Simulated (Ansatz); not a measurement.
Reaction (germylene loss): `[F][Ge]([F])([F])[GeH3]` → `[F][GeH]([F])[F]` + `[GeH2]`

Isolated molecules relaxed with PBE0-D4/def2-TZVP in Ansatz; ΔE leaves out vibrations. CBS: MP2 limit from def2 TZ/QZ plus the TZ coupled-cluster correction, frozen cores. DFT in def2-TZVPP. For Ge outer-core shells are correlated without core-valence functions, which leaves a few kJ/mol of doubt a bond. Scalar relativity is left out up to krypton.

```json
{"level": "BLYP-D4", "ΔE (kcal/mol)": "45.8", "difference from CCSD(T)/CBS": "-4.1"}
{"level": "PBE0-D4", "ΔE (kcal/mol)": "52.6", "difference from CCSD(T)/CBS": "2.7"}
{"level": "r2SCAN0-D4", "ΔE (kcal/mol)": "53.7", "difference from CCSD(T)/CBS": "3.8"}
{"level": "BHLYP-D4", "ΔE (kcal/mol)": "49.1", "difference from CCSD(T)/CBS": "-0.8"}
{"level": "ωB97X-V", "ΔE (kcal/mol)": "51.1", "difference from CCSD(T)/CBS": "1.2"}
{"level": "ωB97M-V", "ΔE (kcal/mol)": "48.1", "difference from CCSD(T)/CBS": "-1.8"}
{"level": "PBE-QIDH", "ΔE (kcal/mol)": "53.6", "difference from CCSD(T)/CBS": "3.7"}
{"level": "PBE", "ΔE (kcal/mol)": "50.0", "difference from CCSD(T)/CBS": "0.1"}
{"level": "BHLYP", "ΔE (kcal/mol)": "46.4", "difference from CCSD(T)/CBS": "-3.5"}
{"level": "SCS-MP2/def2-QZVPP", "ΔE (kcal/mol)": "49.4", "difference from CCSD(T)/CBS": "-0.5"}
{"level": "CCSD(T)/CBS", "ΔE (kcal/mol)": "49.9", "difference from CCSD(T)/CBS": "0"}
```

Largest T1 diagnostic among the species: 0.013.

From BLYP to BHLYP (50 % exact exchange), in def2-TZVPP and without D4, ΔE moves by +3.8 kcal/mol. Leaving LDA and LC-ωPBE aside and taking each functional with its dispersion term where it has one, the values, not all of them listed here, spread over 8.0 kcal/mol, from BLYP-D4 to r2SCAN-D4. LDA lies +9.4 kcal/mol from PBE without D4.
